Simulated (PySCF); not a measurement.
ClIn, charge +1, doublet, at a GFN2-xTB geometry (such geometries of metal compounds can be far from the true shape) (a state made from the parent by changing its charge; the spin is typed, not shown lowest) (all electrons, no relativity).

PySCF was given this input:
```python
from pyscf import gto, scf, dft

mol = gto.M(
    atom='''
In   -0.00000000   -0.00000000   -0.64646640
Cl    0.00000000    0.00000000    1.86334432
''',
    basis='3-21g',
    charge=1,
    spin=1,
    verbose=4,
)

mf = dft.UKS(mol)
mf.xc = 'b3lyp'
mf.kernel()
mf.analyze()
```

Task: Estimate the nuclear repulsion energy that B3LYP/3-21G in PySCF returns for this input.

Result: 175.6326 Eh

Task: Give the number of basis functions at the level B3LYP/3-21G.

Result: 44

Task: Estimate the total energy that B3LYP/3-21G returns for this input.

Result: -6174.9735 Eh

Task: Give the HOMO energy at the level B3LYP/3-21G.

Result: -14.12 eV

These values belong to the state on which the SCF converged, which isn't shown to be the lowest.
